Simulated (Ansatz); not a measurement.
`N=C(O)BN`, 10 atoms. The species carries charge 0 and has multiplicity 1. All runs use 2 threads of an Arm Neoverse V1 on a shared host. Correlated methods freeze the cores.

Question: Give the basis size and wall time and peak host memory of each of these runs in Ansatz. RHF-CCSD(T)/def2-TZVPP energy; RKS PBE0-D4/def2-SVP energy; RKS ωB97M-V/def2-QZVPP energy; RKS PBE0-D4/def2-QZVPP energy; RKS ωB97M-V/def2-SVP energy; RKS ωB97M-V/def2-TZVPP energy and forces; RHF-CCSD(T)/def2-SVP energy; RKS HSE06 (plane-wave form)-D4/def2-TZVPP energy; RKS B2PLYP (frozen core)/def2-TZVPP energy; direct RPA on PBE orbitals/def2-TZVPP energy; RKS ωB97X-V/def2-TZVPP energy; RKS PBE0-D4/def2-TZVP frequencies. (An estimate is asked.)

Answer: Computed: Other jobs shared the machine, so times are rough.

```json
{"level": "RKS PBE0-D4/def2-SVP", "job": "energy", "functions": "95", "wall time": "1.4 s", "peak host memory (GiB)": "0.18"}
{"level": "RKS HSE06 (plane-wave form)-D4/def2-TZVPP", "job": "energy", "functions": "225", "wall time": "3.8 s", "peak host memory (GiB)": "0.44"}
{"level": "RKS ωB97M-V/def2-SVP", "job": "energy", "functions": "95", "wall time": "5.5 s", "peak host memory (GiB)": "0.25"}
{"level": "RHF-CCSD(T)/def2-SVP", "job": "energy", "functions": "95", "wall time": "6.5 s", "peak host memory (GiB)": "0.4"}
{"level": "RKS B2PLYP (frozen core)/def2-TZVPP", "job": "energy", "functions": "225", "wall time": "7 s", "peak host memory (GiB)": "0.51"}
{"level": "direct RPA on PBE orbitals/def2-TZVPP", "job": "energy", "functions": "225", "wall time": "7.5 s", "peak host memory (GiB)": "0.48"}
{"level": "RKS ωB97X-V/def2-TZVPP", "job": "energy", "functions": "225", "wall time": "10 s", "peak host memory (GiB)": "0.52"}
{"level": "RKS PBE0-D4/def2-QZVPP", "job": "energy", "functions": "435", "wall time": "10 s", "peak host memory (GiB)": "1.1"}
{"level": "RKS ωB97M-V/def2-TZVPP", "job": "energy and forces", "functions": "225", "wall time": "14 s", "peak host memory (GiB)": "0.63"}
{"level": "RKS ωB97M-V/def2-QZVPP", "job": "energy", "functions": "435", "wall time": "23 s", "peak host memory (GiB)": "1.4"}
{"level": "RHF-CCSD(T)/def2-TZVPP", "job": "energy", "functions": "225", "wall time": "2.7 min", "peak host memory (GiB)": "3.8"}
{"level": "RKS PBE0-D4/def2-TZVP", "job": "frequencies", "functions": "185", "wall time": "2.8 min", "peak host memory (GiB)": "0.38"}
```
